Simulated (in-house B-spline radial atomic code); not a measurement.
Radial electron density of Er II (Er+), [Xe] 4f12 6s1. Level of theory: scalar-relativistic (X2C) wB97X, spin-polarised, spherical fractional occupations, Fermi nucleus of rms radius 5.2516 fm; calculated with a B-spline radial code for spherical atoms.

Caution: exact exchange at fractional occupations of open shells leaves self-interaction of up to several eV.

One-electron X2C: radii and densities carry no picture-change correction, so inner-shell <1/r> comes out high (for 1s by about 2 % at Z = 33, 5 % at 54, 10 % at 75, 30 % at 118) and <r> low.

Columns: r (bohr), 4πr²n(r) (electrons per bohr), bar.

```
0.000463    2.793 #
0.000581    3.885 #
 0.00073    5.394 ##
0.000916    7.439 ###
 0.00115    10.21 ####
 0.00144    13.86 #####
 0.00181    18.74 #######
 0.00227    24.97 #########
 0.00285    32.83 ############
 0.00358    42.38 ###############
 0.00449    53.36 ###################
 0.00564    65.33 ########################
 0.00707    76.98 ############################
 0.00888    86.83 ################################
  0.0111    92.74 ##################################
   0.014    93.45 ##################################
  0.0176    88.99 ################################
   0.022    82.82 ##############################
  0.0276    80.44 #############################
  0.0347    87.56 ################################
  0.0435    103.6 ######################################
  0.0547    119.3 ###########################################
  0.0686    120.7 ############################################
  0.0861    106.1 #######################################
   0.108    92.79 ##################################
   0.136    98.09 ####################################
    0.17    109.3 ########################################
   0.214    97.04 ###################################
   0.268    65.36 ########################
   0.336    49.86 ##################
   0.422    57.39 #####################
    0.53    57.68 #####################
   0.665    40.74 ###############
   0.835    23.75 #########
    1.05    15.46 ######
    1.31    11.05 ####
    1.65    6.487 ##
    2.07    2.965 #
     2.6    1.175 
    3.26   0.5511 
    4.09   0.2956 
    5.14   0.1253 
    6.45  0.03357 
    8.09 0.004984 
    10.2 0.0003069 
    12.7 8.937e-06
```

On this grid the curve has 4 maxima, near 0.014, 0.0686, 0.17, 0.53 bohr.

The 6s up radial function P(r) = rR(r), positive near the nucleus:

```tsv
r (bohr)	P
0.000294	0.008317
0.000463	0.01162
0.00073	0.01612
0.00115	0.02212
0.00181	0.02982
0.00285	0.0391
0.00449	0.04883
0.00707	0.05586
0.0111	0.05381
0.0176	0.03242
0.0276	-0.01375
0.0435	-0.06924
0.0686	-0.07251
0.108	0.02997
0.17	0.1183
0.268	-0.02909
0.422	-0.1691
0.665	0.09742
1.05	0.2758
1.65	-0.09811
2.6	-0.5479
4.09	-0.5157
6.45	-0.1826
10.2	-0.01751
```
